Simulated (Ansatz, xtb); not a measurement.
**Ligand exchange: CH3F + C2H8OSi2 → CH4O + C2H7FSi2**

Species: CH3F (fluoromethane) `CF`, singlet; C2H8OSi2 `C=C[SiH2][SiH2]O`, singlet; CH4O `CO`, singlet; C2H7FSi2 `C=C[SiH2][SiH2]F`, singlet. The partners trade F for OH: C–F and Si–OH bonds give way to C–OH and Si–F.

Shapes, held fixed at every level: PBE0-D4/def2-TZVP. Flexible molecules stand in one conformer, not always the lowest. Programs: Ansatz 0.2.0, xtb 6.7.1. The zero-point and thermal change to 298 K, harmonic and unscaled (PBE0-D4/def2-TZVP), is +1.8 kJ/mol.

(1) Estimate ΔH(298 K) of this reaction.

Answers

(1) The highest level, CCSD(T)/CBS estimate, gives ΔH(298 K) = -39.3 kJ/mol; the levels span -40.6 to -21.9. The column of differences is taken from that level and isn't an error. No measured value is set beside it here. The CBS estimate extrapolates MP2 from def2-TZVPP and def2-QZVPP and adds CCSD(T) − MP2 in the triple-zeta set, cores frozen.

```csv
level,kind,ΔH(298 K) (kJ/mol),less CCSD(T)/CBS estimate
GFN2-xTB,semi-empirical,-21.9,+17.4
HF/def2-TZVPP,Hartree–Fock,-39.2,+0.1
SPW92/def2-TZVPP,LDA,-35.4,+3.9
r2SCAN-D4/def2-TZVPP,meta-GGA,-35.6,+3.7
B3LYP-D4/def2-TZVPP,global hybrid,-35.8,+3.5
MP2/def2-SVP,perturbation theory,-40.6,-1.3
CCSD(T)/def2-SVP,coupled cluster or CI,-39.7,-0.4
CCSD(T)/def2-TZVPP,coupled cluster or CI,-37.7,+1.6
CCSD(T)/CBS estimate,coupled cluster or CI,-39.3,0.0
```
